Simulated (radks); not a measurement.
Results of a calculation; reference values are marked as such.
Ionisation of neutral holmium, [Xe] 4f11 6s2, to Ho+, [Xe] 4f11 6s1, under several functionals. Dirac Kohn-Sham, spin-unpolarised, spherical densities, finite nucleus; open shells are shared between the two j in proportion to 2j + 1; a radial shooting solver on a logarithmic mesh with Libxc functionals.

| functional | E(Ho) (hartree) | Exc (hartree) | IE (eV) | -e(HOMO) (eV) | <r> HOMO (bohr) | IE error (eV) |
|---|---|---|---|---|---|---|
| exchange-only B88 | -12624.5797 | -269.0487 | 5.733 | 1.709 | 0.8731 | -0.289 |
| XLYP | -12628.9413 | -273.4614 | 6.291 | 2.512 | 0.8695 | +0.270 |
| SOGGA | -12622.6425 | -267.1095 | 6.215 | 2.675 | 0.8675 | +0.193 |
| Wu-Cohen GGA | -12626.2545 | -270.7621 | 6.310 | 2.745 | 0.8677 | +0.288 |
| HCTH/407 | -12634.8141 | -279.6771 | 6.251 | 3.471 | 0.8529 | +0.229 |
| PBE | -12627.2641 | -271.7776 | 6.311 | 2.716 | 0.8677 | +0.290 |
| PBEsol | -12623.1556 | -267.6263 | 6.326 | 2.760 | 0.8675 | +0.305 |

NIST Atomic Spectra Database: 6.022 eV (measured). Closest: SOGGA. The Delta-SCF values span 0.59 eV, the total energies 12.17 hartree. The highest occupied level is 4f7/2. Spin polarisation and multiplet splitting are left out, so open shells lie too high by an amount that depends on their filling. Sharing an open shell by 2j + 1 raises it above the true ground level by a part of the spin-orbit splitting, which enters the differences from NIST.

Beside tabulated values, note that spin-unpolarised runs miss the spin-polarisation part of the exchange energy of open shells.
